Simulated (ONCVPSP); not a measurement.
Reading a pseudo-wave (chlorine (Cl))

Columns: radius, all-electron u(r) and pseudo u(r) of the 2s shell (level -252.59 eV) of chlorine in the configuration [He] 2s2 2p6 3s2 3p5; BLYP, scalar-relativistic, ONCV scheme, ONCVPSP 4.0.1.

| r (bohr) | all-electron | pseudo |
| --- | --- | --- |
| 0.045 | -0.7323 | 0.3051 |
| 0.090 | -0.4301 | 0.5952 |
| 0.135 | 0.1479 | 0.8564 |
| 0.180 | 0.6950 | 1.0774 |
| 0.225 | 1.1110 | 1.2507 |
| 0.270 | 1.3811 | 1.3724 |
| 0.315 | 1.5234 | 1.4423 |
| 0.360 | 1.5663 | 1.4635 |
| 0.405 | 1.5378 | 1.4418 |
| 0.450 | 1.4621 | 1.3854 |
| 0.495 | 1.3572 | 1.3024 |
| 0.540 | 1.2370 | 1.2014 |
| 0.585 | 1.1116 | 1.0905 |
| 0.630 | 0.9875 | 0.9761 |
| 0.675 | 0.8690 | 0.8635 |
| 0.720 | 0.7588 | 0.7565 |
| 0.765 | 0.6583 | 0.6575 |
| 0.810 | 0.5680 | 0.5677 |
| 0.855 | 0.4876 | 0.4875 |
| 0.900 | 0.4171 | 0.4170 |
| 0.945 | 0.3556 | 0.3555 |
| 0.990 | 0.3022 | 0.3021 |
| 1.035 | 0.2562 | 0.2561 |
| 1.080 | 0.2167 | 0.2167 |
| 1.125 | 0.1829 | 0.1828 |
| 1.170 | 0.1541 | 0.1540 |

(1) How many radial nodes do the two functions have?

(2) At about which radius was the pseudo-wave matched?

(3) Is the pseudo-wave norm-conserving?

## Answers

(1) The all-electron 2s function has n − l − 1 = 1; the pseudo-wave has 0, since the states of the same l below it are removed with the core.

(2) 0.90 bohr. The columns agree to 0.0005 from 0.81 bohr on; several derivatives are matched, so the curves merge somewhat inside the radius.

(3) Yes: the ONCV scheme keeps the norm inside the radius equal to the all-electron one, which fixes the energy derivative of the logarithmic derivative at the level.
